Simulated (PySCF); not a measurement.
**Dipole response of Bi⁻ (bismuth, charge -1)**

[Xe] 4f14 5d10 6s2 6p4, high-spin 3P determinant. All numbers are calculated (PySCF 2.14, a scalar-relativistic core potential, in aug-cc-pVQZ-PP with one added diffuse shell each of s, p, d, f, g type with ECP60MDF (8s8p6d4f3g, 117 functions)). Coupled (time-dependent) response in atomic units; α is the mean over directions.

```json
{"method": "LC-wPBE", "mean α (bohr³)": "153.9", "α xx, yy, zz": "123.8, 214.2, 123.8", "C₆ (like pair)": "2548", "S(−4)": "14730"}
```

S(−4) is the Cauchy moment in α(ω) = α(0) + S(−4) ω² + …

Spin-orbit coupling is absent.

α(iu) at LC-wPBE:

```tsv
u (hartree)	α(iu) (bohr³)
0	153.9
0.0500	128.4
0.100	95.13
0.200	55.66
0.300	36.41
0.500	19.45
0.750	11.30
1.00	7.631
1.50	4.380
2.00	2.932
3.00	1.613
5.00	0.6988
```

A single London oscillator, α(iu) = α/(1 + u²/ω²), gives C₆ = (3/4) ω α². Matching the computed C₆ needs ω = 4 × 2548 / (3 × 153.9²) = 0.143 hartree.

For an ion, C₆ is the dispersion term alone; charge-induced terms of lower order in 1/R come first.

The components differ because the open shell of this determinant is not spherical; for a pure term their mean is the scalar polarisability.

Energies and moments cover only the electrons outside the core potential. Spin-orbit coupling is strong in this species (close to jj coupling), so the high-spin LS determinant is a model state, not a physical level.
